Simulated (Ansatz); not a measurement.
Basis-set extrapolation for C3H6AlFO, SMILES `C[C](=O)[Al]([CH3])[F]` (PBE0-D4/def2-TZVP geometry, frozen core, Ansatz). Multiplicity 1, RHF reference.

```
                      def2-TZVPP   def2-QZVPP
                 HF  -533.521076  -533.542179
    MP2 correlation    -1.059110    -1.140445
CCSD(T) correlation    -1.135415      not run
```

Energies in hartree. Use E(X) = E(∞) + A·exp(−7.88·√X) for Hartree–Fock and E(X) = E(∞) + B·X^(−2.97) for correlation, with X = 3 and 4, and add CCSD(T) minus MP2 of the smaller set to the MP2 limit.

Task: What is the CCSD(T) energy at the basis-set limit?

Result: HF limit: -533.542179 + (-0.021103) × 0.13774 = -533.54509. MP2 limit: -1.140445 + (-0.081335) × 0.74074 = -1.20069. Higher-order term: -1.135415 − (-1.059110) = -0.07631. Total: -534.82209 hartree, 434.8 kJ/mol below CCSD(T)/def2-TZVPP.
